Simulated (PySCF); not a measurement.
# Argon: highly charged ions in a basis for the neutral atom

Ar¹³⁺ [He] 2s2 2p1, Ar¹⁴⁺ [He] 2s2. Calculation: PySCF 2.14, in pcseg-2 (5s4p2d1f, 34 functions); no relativity, point nucleus. No spin-orbit coupling, so a gap to NIST mixes the basis error with missing relativistic terms.

Changed run: basis of the neutral atom used for a highly charged ion. This setting is unsound on purpose.

```json
{"species": "Ar¹³⁺", "method": "UHF", "sound run (hartree)": "not run", "changed run (hartree)": "-404.76400", "converged": "yes"}
{"species": "Ar¹³⁺", "method": "M06-2X", "sound run (hartree)": "not run", "changed run (hartree)": "-404.96479", "converged": "yes"}
{"species": "Ar¹³⁺", "method": "PBE0", "sound run (hartree)": "not run", "changed run (hartree)": "-404.79705", "converged": "yes"}
{"species": "Ar¹⁴⁺", "method": "UHF", "sound run (hartree)": "not run", "changed run (hartree)": "-377.15403", "converged": "yes"}
{"species": "Ar¹⁴⁺", "method": "M06-2X", "sound run (hartree)": "not run", "changed run (hartree)": "-377.34178", "converged": "yes"}
{"species": "Ar¹⁴⁺", "method": "PBE0", "sound run (hartree)": "not run", "changed run (hartree)": "-377.15201", "converged": "yes"}
```

Ionisation energy of Ar¹³⁺:

| method | changed run (eV) | NIST (eV) |
| --- | --- | --- |
| UHF | 751.31 | 755.13 ± 0.22 |
| M06-2X | 751.66 | 755.13 ± 0.22 |
| PBE0 | 752.26 | 755.13 ± 0.22 |

The contracted functions were made for the neutral atom and can be too rigid for a highly charged ion.
